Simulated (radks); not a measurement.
Q: These are the eigenvalues of the occupied orbitals of an atom or ion with whole-number occupations (hartree). Calculated with a radial shooting solver on a logarithmic mesh with Libxc functionals: Dirac Kohn-Sham, PBE, spin-unpolarised, spherical densities, point nucleus.

| orbital | eigenvalue |
|---|---|
| 1s1/2 | -1263.113 |
| 2s1/2 | -197.2311 |
| 2p1/2 | -185.3464 |
| 2p3/2 | -173.4154 |
| 3s1/2 | -41.01047 |
| 3p1/2 | -36.07238 |
| 3p3/2 | -33.80571 |
| 3d3/2 | -25.12112 |
| 3d5/2 | -24.64202 |
| 4s1/2 | -8.08084 |
| 4p1/2 | -6.33307 |
| 4p3/2 | -5.88137 |
| 4d3/2 | -3.05512 |
| 4d5/2 | -2.98209 |
| 5s1/2 | -1.49793 |
| 5p1/2 | -1.06888 |
| 5p3/2 | -1.01120 |
| 4f5/2 | -0.25683 |

Which element is it, and in what charge state? The configuration may be excited. Open shells, if any, fill j = l - 1/2 first.

A: Z = 54, xenon, charge +2: Xe2+ in [Kr] 4d10 5s2 5p3 4f1. The list shows which subshells hold electrons but not how many an open one holds; the 1s level, -1263.1 hartree, gives Z - s = 50.3 by -(Z - s)^2/2, which with screening and relativity narrows Z to a few neighbours, and the depths of the outer levels then fix element, charge and occupations together.
